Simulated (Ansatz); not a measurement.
```yaml
crystal:
  periodic: [false, false, false]
  atoms:
    - {symbol: C, position_ang: [-0.830181, 0.913781, 2.902940]}
    - {symbol: C, position_ang: [-0.366223, 0.685324, 1.802975]}
    - {symbol: Ti, position_ang: [0.374055, 0.275954, -0.033382]}
    - {symbol: O, position_ang: [1.783942, 1.253104, -0.344582]}
    - {symbol: C, position_ang: [-1.030356, 0.656413, -1.436545]}
    - {symbol: C, position_ang: [-1.891424, 0.864237, -2.269178]}
    - {symbol: C, position_ang: [0.873164, -1.679461, -0.148279]}
    - {symbol: C, position_ang: [1.145615, -2.862418, -0.213888]}
    - {symbol: H, position_ang: [-1.242441, 1.109686, 3.867424]}
    - {symbol: H, position_ang: [2.536158, 1.588641, -0.829525]}
    - {symbol: H, position_ang: [-2.652553, 1.042256, -2.995596]}
    - {symbol: H, position_ang: [1.377343, -3.902619, -0.268465]}
basis:
  gaussian: {orbitals: STO-3G, final_grid: {core_spheres: 1, valence_spheres: 1, degree: 5}}
hamiltonian: {xc: {name: r2SCAN}}
correlation: {electrons: outside_noble_gas}
```

```sh
$ ansatz run in.yaml --threads 4 --pin off --events-out ev --progress --plain --max-ram 11315MiB
```

**Question.** How does Ansatz answer? (Estimate.)

**Answer.** The calculation gave: The program refused the input.
```
Error: invalid value for `correlation`: name a method or an active space
```
